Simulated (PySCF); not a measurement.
Ligands exchanged one at a time, Sn F-C2H5. Isolated molecules, 0 K electronic values unless said otherwise. One relaxed conformer stands for each flexible species; it need not be the lowest. Strings in code marks are SMILES.

Level of theory: PBE0-D4/def2-TZVP // PBE0-D4/def2-SVP (PySCF). All candidates: neutral, multiplicity 1. 

```
Item              Result
-------------  ---------
HOMO–LUMO gap    8.45 eV
HOMO           -12.39 eV
LUMO            -3.94 eV
```

Question: Name which member has these values.
(A) `C[CH2][Sn]([F])([F])[F]`
(B) `C[CH2][Sn]([F])([F])[CH2]C` (C–C–Sn–F torsion 17°, F–Sn–C–C torsion 46°)
(C) `[F][Sn]([F])([F])[F]`

Answer: C, `[F][Sn]([F])([F])[F]`. The others give `C[CH2][Sn]([F])([F])[CH2]C` (C–C–Sn–F torsion 17°, F–Sn–C–C torsion 46°): 7.42 eV, -7.98 eV, -0.55 eV; `C[CH2][Sn]([F])([F])[F]`: 7.53 eV, -9.51 eV, -1.98 eV
